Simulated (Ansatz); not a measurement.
`C=NB(C)[SiH3]` and `CB([SiH3])CCl` differ in one atom or group.

Ansatz, PBE0-D4/def2-TZVP geometries, multiplicity 1. Each molecule was computed in one conformer, which needn't be the lowest.

```json
{"property": "HOMO energy (PBE0/def2-TZVPP) / eV", "`C=NB(C)[SiH3]`": "-7.49"}
{"property": "size of the dipole moment (PBE/def2-TZVPP) / D", "`C=NB(C)[SiH3]`": "2.11"}
{"property": "HOMO energy (PBE/def2-TZVPP) / eV", "`C=NB(C)[SiH3]`": "-6.42"}
{"property": "LUMO energy (ωB97M-V/def2-TZVPP) / eV", "`C=NB(C)[SiH3]`": "1.14"}
{"property": "HOMO–LUMO gap (PBE0/def2-TZVPP) / eV", "`C=NB(C)[SiH3]`": "6.54"}
{"property": "LUMO energy (B3LYP/def2-TZVPP) / eV", "`C=NB(C)[SiH3]`": "-1.19"}
```

Give the same properties after the change, and the shifts. (Best estimate.)

Ansatz gave: 
```json
{"property": "HOMO energy (PBE0/def2-TZVPP) / eV", "`CB([SiH3])CCl`": "-7.85", "shift": "-0.36"}
{"property": "size of the dipole moment (PBE/def2-TZVPP) / D", "`CB([SiH3])CCl`": "1.87", "shift": "-0.24"}
{"property": "HOMO energy (PBE/def2-TZVPP) / eV", "`CB([SiH3])CCl`": "-6.62", "shift": "-0.20"}
{"property": "LUMO energy (ωB97M-V/def2-TZVPP) / eV", "`CB([SiH3])CCl`": "0.81", "shift": "-0.33"}
{"property": "HOMO–LUMO gap (PBE0/def2-TZVPP) / eV", "`CB([SiH3])CCl`": "6.72", "shift": "0.18"}
{"property": "LUMO energy (B3LYP/def2-TZVPP) / eV", "`CB([SiH3])CCl`": "-1.32", "shift": "-0.13"}
```

With PBE0 the HOMO falls by 0.36 eV and the LUMO falls by 0.18 eV, so the gap widens by about 0.18 eV. PBE moves the HOMO by -0.20 eV and ωB97M-V by -0.46 eV. Dipoles are sizes alone; their direction can turn.

B3LYP here is the variant with VWN-RPA as its local correlation; programs differ in this.
